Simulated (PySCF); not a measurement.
A structure optimised at PBE0-D3(BJ)/def2-SVP, used in a PySCF frequency run:

```xyz
4

Ta     0.2647    -0.1746     0.0000
O      0.9506     0.6135     1.3725
O      0.9506     0.6135    -1.3725
Cl    -2.0315     0.1725     0.0000
```
Charge 0, spin multiplicity 1.

Question: Write its SMILES, formula and point group.

Answer: [O]=[Ta](=[O])[Cl], ClO2Ta, Cs

Question: What are its rotational constants (standard atomic weights)?

Answer: 6.4191, 2.4508, 2.0375 GHz
